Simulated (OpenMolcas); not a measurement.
# Te4+: effect of correlating more closed shells

| Item | Value |
| --- | --- |
| Program | OpenMolcas 26.06 |
| Basis | ANO-RCC-VQZP [8s7p5d3f2g] |
| Scalar Hamiltonian | DKH2, point nucleus |
| Active space | 2 electrons in 9 orbitals (RAS2 5s 5p; RAS3 5d, at most 2 electrons) |
| State averaging | 2S+1 = 3 even, 3 roots; 2S+1 = 1 even, 7 roots; 2S+1 = 3 odd, 3 roots; 2S+1 = 1 odd, 3 roots |
| Spin-orbit coupling | RASSI with atomic mean-field integrals over the reference wave functions, term energies averaged over their components |

Methods on the same reference wave functions:
A. RASSCF
B. MS-RASPT2, IPEA 0.25 Eh, imaginary shift 0.1 Eh (closed shells correlated: 4d)
C. MS-RASPT2, IPEA 0.25 Eh, imaginary shift 0.1 Eh (closed shells correlated: 4s 4p 4d)

Energies in cm⁻¹ above 5s² ¹S₀, the measured ground level; measured values from Moore, Atomic Energy Levels, vol. III, NSRDS-NBS 35 (1971 reprint of NBS Circular 467, 1958).

```csv
Level,A,B,C,Measured
5s² ¹S₀,0.0,0.0,0.0,0.0
5s 5p ³P°₀,69916,76310,76530,
5s 5p ³P°₁,72548,78820,79040,
5s 5p ³P°₂,79029,85420,85640,
5s 5p ¹P°₁,113398,110520,110620,111707
5p² ³P₀,173636,177590,178270,176248
5p² ¹D₂ [65 %],175906,183430,184030,182797
5p² ³P₁,178241,182490,183210,182419
5p² ³P₂ [65 %],185719,191040,191690,192592
```

Deviations, from unrounded energies. A percentage is the sum of absolute deviations over the sum of measured energies, with the sign that they share, or ± where signs differ.

```tsv
Against measurement	Levels	A	B	C
mean absolute deviation (cm-1)	5	4400	960	1200
other configurations (%)	5	±2.6	±0.6	±0.7
```

B lies closest to measurement on these levels and A furthest from it. The largest miss of B in the table is 5p² ³P₂ [65 %], by -1600 cm-1. The ranking rests on the paired levels alone, and a cruder setting can come out closer through cancelling errors.

Between B and C the level of the table that moves most is 5p² ³P₁, by 720 cm-1 (lowest in B, highest in C). Moves below CASPT2's spread within the term are not significant.

The lowest spin-free term lies below A's lowest term by 0.450 hartree in B, 0.673 hartree in C.

What an inner shell adds also hangs on whether the basis holds functions to correlate it.

CASPT2 breaks the degeneracy within a term, and the mean is taken; among the terms shown or strongly mixed into the levels shown the widest spread is 17 cm-1 (5p² ¹D, C). Active for correlation alone: 5d; no level in the range computed is led by a configuration that fills it, so any true level of that kind is missing. Some terms mix strongly with configurations of 5d, whose occupation reaches 0.24 (5p² ¹D). Computed and measured levels are paired by configuration, term and J; levels that our copy of the source lacks, or whose pairing is in doubt (as where it misses far off the trend of its configuration), stay unpaired and out of the deviations. Only configurations of the active space appear. The table leaves out levels that lie high or whose names do not pair safely across all columns.

A share in square brackets marks a mixed level and gives the weight of the term that names it, the lowest over the columns. ° marks odd parity.
